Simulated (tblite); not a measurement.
Species: C₅H₇FN₂O₂.
Structure used (GFN2-xTB), in Å, numbered top down from 1:
```
atom  x, y, z in Å
C1    -0.635    1.923   -0.095
C2    -0.596    0.428    0.211
O3    -1.499   -0.213   -0.679
C4    -1.776   -1.527   -0.417
F5    -2.435   -1.660    0.789
C6     0.807   -0.073    0.095
N7     1.831    0.528    0.777
C8     2.856   -0.173    0.423
O9     2.552   -1.156   -0.415
N10    1.210   -1.083   -0.622
H11   -0.359    2.087   -1.133
H12    0.062    2.445    0.554
H13   -1.641    2.298    0.063
H14   -0.917    0.261    1.252
H15   -2.460   -1.876   -1.196
H16   -0.880   -2.161   -0.348
H17    3.873   -0.036    0.731
```

Computed with GFN2-xTB (tblite): harmonic, unscaled wavenumbers at the GFN2-xTB geometry, gas phase. This tight-binding method is rough: wavenumbers can miss measured ones by several per cent, in bad cases by 10 to 20. One conformer, not necessarily the lowest.

Harmonic wavenumbers (cm⁻¹): 30.1, 49.8, 125.7, 147.9, 174.3, 207.7, 247.3, 331.4, 430.0, 477.2, 579.7, 628.1, 666.4, 752.4, 842.6, 892.6, 943.0, 950.1, 990.9, 1022.2, 1042.9, 1059.5, 1087.6, 1096.8, 1126.8, 1145.8, 1201.5, 1232.3, 1259.8, 1278.3, 1310.1, 1327.2, 1386.2, 1427.7, 1461.3, 1478.5, 1486.6, 1561.8, 2854.5, 2898.9, 2960.3, 3054.2, 3059.2, 3065.3, 3190.8.

A = 2347, B = 921.9, C = 751.3 MHz; mass 146.049 u (most abundant isotopes); point group C1, symmetry number 1.

Zero-point energy?

Half the sum of the wavenumbers: 27272 cm⁻¹ = 326.24 kJ/mol.

Give the ideal-gas entropy at 350 K and 1 bar in the rigid-rotor, harmonic-oscillator model (classical rotation).

Translation 174.35, rotation 126.14, vibration 138.17: S = 438.7 J/(mol K).

And Cp and H(350 K) − H(0)?

Cp = 167.81 J/(mol K), of which vibrations give 134.56 (their classical limit is 45 R = 374.2); H(350 K) − H(0) = 35.62 kJ/mol without the zero-point energy, 23.98 from vibrations.

Which modes carry the vibrational entropy at 350 K?

30.1 cm⁻¹: 25.69; 49.8 cm⁻¹: 21.52; 125.7 cm⁻¹: 13.90; 147.9 cm⁻¹: 12.58; 174.3 cm⁻¹: 11.26; 207.7 cm⁻¹: 9.88 J/(mol K); the other 39 give 43.34 together.

Blend soft modes into free rotors: weight 1/[1 + (100 cm⁻¹/ν̃)⁴] for the oscillator and the rest for a rotor with moment μB/(μ + B), μ = h/(8π²ν), B = 10⁻⁴⁴ kg m². What vibrational entropy results?

123.49 J/(mol K) in place of 138.17, which changes −T·S at 350 K by +5.14 kJ/mol.

How do the functions run with temperature in this model?

```json
{"T (K)": "150", "S (J/(mol K))": "333.7", "Cp (J/(mol K))": "93.4", "H − H(0) (kJ/mol)": "9.82", "G − H(0) (kJ/mol)": "-40.24", "ln q(vib)": "3.52"}
{"T (K)": "250", "S (J/(mol K))": "389.3", "Cp (J/(mol K))": "128.1", "H − H(0) (kJ/mol)": "20.84", "G − H(0) (kJ/mol)": "-76.48", "ln q(vib)": "6.00"}
{"T (K)": "298.15", "S (J/(mol K))": "413.5", "Cp (J/(mol K))": "147.1", "H − H(0) (kJ/mol)": "27.46", "G − H(0) (kJ/mol)": "-95.81", "ln q(vib)": "7.15"}
{"T (K)": "400", "S (J/(mol K))": "462.3", "Cp (J/(mol K))": "187.1", "H − H(0) (kJ/mol)": "44.50", "G − H(0) (kJ/mol)": "-140.43", "ln q(vib)": "9.55"}
{"T (K)": "600", "S (J/(mol K))": "550.8", "Cp (J/(mol K))": "249.1", "H − H(0) (kJ/mol)": "88.54", "G − H(0) (kJ/mol)": "-241.92", "ln q(vib)": "14.20"}
{"T (K)": "900", "S (J/(mol K))": "663.5", "Cp (J/(mol K))": "305.0", "H − H(0) (kJ/mol)": "172.49", "G − H(0) (kJ/mol)": "-424.62", "ln q(vib)": "20.83"}
```

q(vib) and H(0) count from the zero-point level.

What must be added to the electronic energy to get the Gibbs energy at 350 K and 1 bar?

ZPE + [H(350 K) − H(0)] − T·S = 326.24 + 35.62 − 153.53 = 208.33 kJ/mol.

Hindered rotation and anharmonicity are outside this model. Other conformers, if any are populated, would add a mixing term that is left out. The structure is chiral; the term R ln 2 for an equal mix with its mirror image is left out.
